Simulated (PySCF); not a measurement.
# Ionisation energy of Os⁺ by level of theory

Os⁺ [Xe] 4f14 5d6 6s1 (6D) → Os²⁺ [Xe] 4f14 5d6 (5D), as a difference of total energies. Computed with PySCF 2.14 in aug-cc-pwCVTZ-PP with ECP60MDF (8s8p7d4f3g, 122 functions), with scalar relativity through the core potential. Correlated levels: valence: 5s2 5p6 frozen; valence and next inner shell: nothing frozen outside the core potential. The calculations carry no spin-orbit coupling.

```json
{"method": "UHF", "ionisation energy (eV)": "16.027"}
{"method": "LDA", "ionisation energy (eV)": "17.873"}
{"method": "PBE", "ionisation energy (eV)": "17.559"}
{"method": "PBE0", "ionisation energy (eV)": "17.296"}
{"method": "r2SCAN", "ionisation energy (eV)": "17.581"}
{"method": "B3LYP", "ionisation energy (eV)": "17.344"}
{"method": "PW91", "ionisation energy (eV)": "17.639"}
{"method": "BHandHLYP", "ionisation energy (eV)": "16.859"}
{"method": "MP2 (valence)", "ionisation energy (eV)": "16.885"}
{"method": "SCS-MP2 (valence)", "ionisation energy (eV)": "16.510"}
{"method": "MP2 (valence and next inner shell)", "ionisation energy (eV)": "17.278"}
{"method": "SCS-MP2 (valence and next inner shell)", "ionisation energy (eV)": "16.876"}
```

Question: How much does correlation contribute at MP2 (valence and next inner shell)?

Answer: 17.278 − (16.027) = 1.251 eV, measured against UHF.

The reference lies between the lowest fine-structure levels, while these numbers refer to the centres of the terms.

Errors of the correlated levels include the incompleteness of this basis and the frozen core.

For comparison: 17 ± 1 eV (semi-empirical (NIST evaluation); NIST Atomic Spectra Database, ionization energies).
